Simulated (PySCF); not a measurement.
Dipole response of F⁻ (fluorine, charge -1)

[Ne], closed-shell 1S. Calculation: PySCF 2.14, in dyall-av2z (11s7p2d, 42 functions); the non-relativistic Hamiltonian (point nucleus). Coupled (time-dependent) response in atomic units; α is the mean over directions. A double-zeta set is small for polarisabilities.

```csv
method,mean α (bohr³),C₆ (like pair),S(−4)
UHF,5.864,18.47,26.42
PBE0,7.273,22.97,48.95
BHandHLYP,6.656,20.83,39.01
```

S(−4) is the Cauchy moment in α(ω) = α(0) + S(−4) ω² + …

α(iu) at PBE0:

```
u (hartree)  α(iu) (bohr³)
          0          7.273
     0.0500          7.154
      0.100          6.829
      0.200          5.879
      0.300          4.955
      0.500          3.704
      0.750          2.846
       1.00          2.303
       1.50          1.589
       2.00          1.137
       3.00         0.6419
       5.00         0.2768
```

A single London oscillator, α(iu) = α/(1 + u²/ω²), gives C₆ = (3/4) ω α². Matching the computed C₆ needs ω = 4 × 22.97 / (3 × 7.273²) = 0.579 hartree.

For an ion, C₆ is the dispersion term alone; charge-induced terms of lower order in 1/R come first.
